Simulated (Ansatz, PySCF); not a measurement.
F₃Sc, SMILES [F][Sc]([F])[F] (connectivity only; charge and spin as stated), charge -1, multiplicity 2. Atoms are numbered in the order given.

```xyz
4

Sc     0.0010     0.0000     0.0000
F     -1.9177    -0.0001     0.0000
F      0.9582     1.6629     0.0000
F      0.9585    -1.6628     0.0000
```
Charge -1, spin multiplicity 2.

Geometry: TPSSh-D3(BJ)/def2-SVPD. The multiplicity is an assumed one; other spin states were not compared. The isomer is the one that the SMILES or the coordinates give; other isomers of the formula were not compared.

Two levels are set side by side: PBE-D3(BJ)/def2-SVPD (Ansatz, a first-principles code) and TPSSh-D3(BJ)/def2-SVPD (PySCF). Each level has its own optimised geometry; the coordinates shown are those of the second. Differences are taken from unrounded values.

| quantity | TPSSh-D3(BJ) |
|---|---|
| mean bond length (Å) | 1.919 |
| bond Sc1–F2 (Å) | 1.919 |
| bond Sc1–F3 (Å) | 1.919 |
| bond Sc1–F4 (Å) | 1.919 |

Question: What does PBE-D3(BJ) give, and how far is it from TPSSh-D3(BJ)? (Estimate from the structure and the level; the computed values follow.)

Answer: 
```tsv
quantity	PBE-D3(BJ)	PBE-D3(BJ) minus TPSSh-D3(BJ)
mean bond length (Å)	1.918	-0.001
bond Sc1–F2 (Å)	1.918	-0.001
bond Sc1–F3 (Å)	1.918	-0.001
bond Sc1–F4 (Å)	1.918	-0.001
```

On these quantities the two levels nearly agree.
